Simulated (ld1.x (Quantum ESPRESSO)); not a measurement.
Zn (Z = 30): variants of one PAW potential

Base potential:

```json
{
  "Element": "Zn (Z = 30)",
  "Generator": "ld1.x (Quantum ESPRESSO) 7.5",
  "Type": "PAW",
  "Functional": "PBE",
  "Relativity": "scalar-relativistic",
  "Frozen core": "[Ne] 3s2",
  "Valence charge": "18",
  "Reference configuration": "3p6 3d10 4s1.5 4p0 (charge +0.5)",
  "Partial waves": "4s (bound): rcut 1.90, rcutus 2.30 bohr; 4s channel at -0.35 Ry: rcut 1.90, rcutus 2.30 bohr; 3p (bound): rcut 1.15, rcutus 1.30 bohr; 4p (bound, empty): rcut 1.15, rcutus 1.30 bohr; 3d (bound): rcut 1.05, rcutus 1.15 bohr; 3d channel at -0.3 Ry: rcut 1.05, rcutus 1.15 bohr",
  "Local potential": "all-electron potential smoothed inside 1.50 bohr (lloc = -1)",
  "Core correction": "Bessel-smoothed model core inside 0.55 bohr",
  "Augmentation charge": "BESSEL, radius 0.85 bohr"
}
```

All-electron outer shells of the reference configuration (PBE, scalar-relativistic, ld1.x):

```json
{"shell": "3s", "level (eV)": "-133.85", "outermost node (bohr)": "0.28", "outermost maximum (bohr)": "0.59"}
{"shell": "3p", "level (eV)": "-88.02", "outermost node (bohr)": "0.25", "outermost maximum (bohr)": "0.59"}
{"shell": "3d", "level (eV)": "-14.74", "outermost node (bohr)": "–", "outermost maximum (bohr)": "0.57"}
{"shell": "4s", "level (eV)": "-9.84", "outermost node (bohr)": "0.85", "outermost maximum (bohr)": "2.04"}
{"shell": "4p", "level (eV)": "-4.24", "outermost node (bohr)": "0.92", "outermost maximum (bohr)": "2.75"}
```

Cutoffs, loose and tight: the cutoffs (Ry, on a coarse ladder) from which the occupation-weighted sum of valence levels, in a spherical-Bessel basis at the reference potential, stays within 10 and 1 mRy of its value at 400 Ry. They do not see the model core or the augmentation charge, which bear on the density cutoff. Test errors are all-electron minus pseudo excitation energies from the reference, over the configurations 3p6 3d10 4s2 4p0; 3p6 3d10 4s1 4p0; 3p6 3d10 4s0 4p0; 3p6 3d9 4s2 4p0; 3p6 3d10 4s0 4p2; 3p6 3d10 4s1 4p1; 3p5 3d10 4s2 4p0. A dash means not determined; rows that change the core or the reference have their own tests. The largest error is taken over the tests solved by every variant that gives reliable tests at all: 3p6 3d10 4s0 4p0; 3p6 3d10 4s1 4p0; 3p6 3d10 4s2 4p0.

```tsv
change	outcome	cutoff, loose	cutoff, tight	bound ghosts	largest test error (meV)
base	generated	110 Ry	180 Ry	none	+34
waves 3p (bound): rcut 1.15, rcutus 1.46 bohr; 4p (bound): rcut 1.15, rcutus 1.46 bohr	generated	110 Ry	180 Ry	none	test run stopped at test 1 of 7 (negative rho)
augmentation BESSEL, radius 0.80 bohr	generated	110 Ry	180 Ry	none	+35
waves 3d (bound): rcut 0.86, rcutus 0.92 bohr; 3d channel at -0.3 Ry: rcut 0.86, rcutus 0.92 bohr	generated	180 Ry	300 Ry	none	+28
waves 4s (bound): rcut 1.90, rcutus 2.94 bohr; 4s channel at -0.35 Ry: rcut 1.90, rcutus 2.94 bohr	generated	110 Ry	180 Ry	none	test run stopped at test 1 of 7 (negative rho)
local potential all-electron potential smoothed inside 2.70 bohr (lloc = -1)	generated	110 Ry	180 Ry	none	test run stopped at test 1 of 7 (negative rho)
core correction Bessel-smoothed model core inside 0.70 bohr	generated	110 Ry	180 Ry	none	+34
local potential all-electron potential smoothed inside 2.00 bohr (lloc = -1)	generated	110 Ry	180 Ry	none	test run stopped at test 1 of 7 (negative rho)
```

(1) What comes out with this change to the base: core [Ar], valence charge 12; reference 3d10 4s1.75 4p0.25; waves now 4s (bound): rcut 1.45, rcutus 2.00 bohr; 4s channel at -0.35 Ry: rcut 1.45, rcutus 2.00 bohr; 4p (bound): rcut 2.10, rcutus 2.55 bohr; 4p channel at 1.6 Ry: rcut 2.10, rcutus 2.55 bohr; 3d (bound): rcut 1.25, rcutus 1.45 bohr; 3d channel at -0.3 Ry: rcut 1.25, rcutus 1.45 bohr; local potential all-electron potential smoothed inside 2.00 bohr (lloc = -1); core correction Bessel-smoothed model core inside 1.25 bohr; augmentation BESSEL, radius 1.10 bohr?

## Answers

(1) outcome: generated; cutoff, loose: 50 Ry; cutoff, tight: 90 Ry; bound ghosts: none; largest test error (meV): -185.
